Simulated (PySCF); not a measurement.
## Working out the ionisation energy of Mg²⁺

Mg²⁺ [Ne] (1S) → Mg³⁺ [He] 2s2 2p5 (2P). All numbers are calculated (PySCF 2.14, the non-relativistic Hamiltonian (point nucleus), in aug-cc-pVDZ (5s4p2d, 27 functions)). Frozen: [He] 2s2. Energies in hartree (1 hartree = 27.21139 eV):

```tsv
part	Mg²⁺ (lower)	Mg³⁺ (upper)
UHF	-198.824239	-195.846414
CCSD correlation	-0.001798	-0.000458
(T)	-0.000028	-0.000002
```

**Question.** What does Hartree-Fock give?

**Answer.** (-195.846414) − (-198.824239) = 2.977825 hartree = 81.031 eV.

**Question.** What do CCSD and CCSD(T) give?

**Answer.** The CCSD correlation energies differ by 0.001340 hartree = 0.036 eV and the triples by 0.000026 hartree = 0.001 eV, so CCSD gives 81.067 eV and CCSD(T) 81.068 eV.

Reference: 80.144 eV (measured; NIST Atomic Spectra Database, ionization energies), between the lowest levels; spin-orbit coupling is absent from the calculation.

A double-zeta basis recovers only part of the correlation energy.

What remains against the reference includes basis incompleteness, the frozen core and higher excitations.
